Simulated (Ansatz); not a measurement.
C2H2S, SMILES `C=C=S` (charge 0, multiplicity 1).

Computed with frozen-core CCSD(T)/cc-pV5Z // PBE0-D3(BJ)/def2-TZVP run with Ansatz (an electronic-structure program).

Ansatz 0.2 input:
```yaml
crystal:
  periodic: [false, false, false]
  atoms:
    - { symbol: C, position_ang: [-0.61114, 0.005901, -0.008966] }
    - { symbol: C, position_ang: [0.691726, -0.006679, 0.010143] }
    - { symbol: S, position_ang: [2.242386, -0.021654, 0.032886] }
    - { symbol: H, position_ang: [-1.152428, 0.944564, -0.020103] }
    - { symbol: H, position_ang: [-1.170543, -0.922133, -0.01396] }
basis:
  gaussian: { orbitals: cc-pV5Z }
correlation:
  method: ccsd_t
```

Output:

```
Functional definition: HF
2468 factors; integrals over basis functions are off by at most 6.2e-4 eV
mean field evaluation 1: about -12907.9319 eV, gradient 2.6e1 eV
mean field evaluation 2: about -12907.9326 eV, gradient 2.6e1 eV
mean field evaluation 4: about -12909.8619 eV, gradient 3.4e0 eV
mean field evaluation 8: about -12909.9304 eV, gradient 2.5e-1 eV
mean field evaluation 16: about -12909.9181 eV, gradient 1.3e0 eV
mean field -12909.93129860 eV, -474.4312245578 hartree, gradient 1.9e-6 eV, S^2 0.000000; 0 other end points of the search recorded, 0 dependent functions left out
7 core orbitals not correlated
reference -12909.93129860 eV, -474.4312245578 hartree; 8, 8 occupied and 372, 372 virtual orbitals, 2468 factors
second order -14.38054653 eV of doubles, -0.00000000 eV of singles
cycle   1  -14.18897605 eV  change    1.9e-1 eV  update   1.1e-1
cycle   2  -14.60293309 eV  change   -4.1e-1 eV  update   3.7e-2
cycle   3  -14.72302149 eV  change   -1.2e-1 eV  update   1.9e-2
cycle   4  -14.71366256 eV  change    9.4e-3 eV  update   5.2e-3
cycle   5  -14.71207288 eV  change    1.6e-3 eV  update   2.4e-3
cycle   6  -14.71282994 eV  change   -7.6e-4 eV  update   7.8e-4
cycle   7  -14.71262979 eV  change    2.0e-4 eV  update   3.1e-4
cycle   8  -14.71265137 eV  change   -2.2e-5 eV  update   1.1e-4
cycle   9  -14.71272533 eV  change   -7.4e-5 eV  update   4.5e-5
cycle  10  -14.71271225 eV  change    1.3e-5 eV  update   1.7e-5
perturbative correction -0.87545983 eV, -0.0321725552 hartree
Total energy: -12925.51947068 eV, -475.0040793156 hartree
```
